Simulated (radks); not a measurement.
These are the eigenvalues of the occupied orbitals of an atom or ion with whole-number occupations (hartree). Method: Dirac Kohn-Sham, PBE, spin-unpolarised, spherical densities, point nucleus; computed with a radial shooting solver on a logarithmic mesh with Libxc functionals.

1s1/2: -930.3298
2s1/2: -136.9414
2p1/2: -127.2545
2p3/2: -120.8113
3s1/2: -25.10637
3p1/2: -21.25378
3p3/2: -20.11668
3d3/2: -13.29875
3d5/2: -13.06978
4s1/2: -3.49100
4p1/2: -2.28008
4p3/2: -2.09324
4d3/2: -0.28599
4d5/2: -0.26553
5s1/2: -0.16192

Which element is it, and in what charge state? The configuration may be excited. Open shells, if any, fill j = l - 1/2 first.

Answer. Z = 47, silver, charge 0: Ag in [Kr] 4d10 5s1. The list shows which subshells hold electrons but not how many an open one holds; the 1s level, -930.33 hartree, gives Z - s = 43.1 by -(Z - s)^2/2, which with screening and relativity narrows Z to a few neighbours, and the depths of the outer levels then fix element, charge and occupations together.
